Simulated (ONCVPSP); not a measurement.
## Transferability test, ONCV potential for Ce

ONCVPSP 4.0.1 input, shortened (lines: element, Z, core and valence counts, functional; n l f; lmax; l rc ep ncon nbas qcut; lloc lpopt rc5 dvloc0; l nproj debl; icmod fcfact rcfact), PBE, scalar-relativistic:

```
  Ce 58.00    9    5        4      upf
    1    0    2.00
    2    0    2.00
    2    1    6.00
    3    0    2.00
    3    1    6.00
    3    2   10.00
    4    0    2.00
    4    1    6.00
    4    2   10.00
    4    3    1.00
    5    0    2.00
    5    1    6.00
    5    2    1.00
    6    0    0.50
    3
    0    2.35    0.00    4    8    6.30
    1    2.75    0.00    3    8    4.60
    2    3.85    0.00    4    8    4.80
    3    1.25    0.00    4    8   16.00
    4    5    0.90    0.00
    0    2    1.30
    1    3    3.70
    2    2    3.40
    3    2    1.70
    0    0.00    0.00
```

Energies are relative to the spin-unpolarised reference configuration 4f1 5s2 5p6 5d1 6s0.5; without spin polarisation the order of configurations can differ from experiment.

```
valence configuration  charge  ΔE all-electron (eV)  error AE − PS (meV)
  4f1 5s2 5p6 5d1 6s2       0               -10.951                 +1.6
  4f1 5s2 5p6 5d1 6s0      +2                 6.200                 -1.1
  4f2 5s2 5p6 5d1 6s0      +1                -4.836                  +53
```

Question: What are ΔE and the potential's error for 4f1 5s2 5p6 5d1 6s1?

Answer: ΔE = -4.881 eV all-electron; the error (AE − PS) is +0.8 meV.

Levels in the configuration 4f1 5s2 5p6 5d1 6s0:

```
level  all-electron (eV)  pseudo (eV)
   4f            -18.179      -18.183
   5s            -53.373      -53.374
   5p            -35.935      -35.935
   5d            -14.854      -14.851
```

Note: ghosts flagged at negative energy: s at -413.0 eV; GHOST(+) flagged for p at 65.0 eV, d at 134.4 eV. A true bound ghost makes a file unfit for plane-wave use.
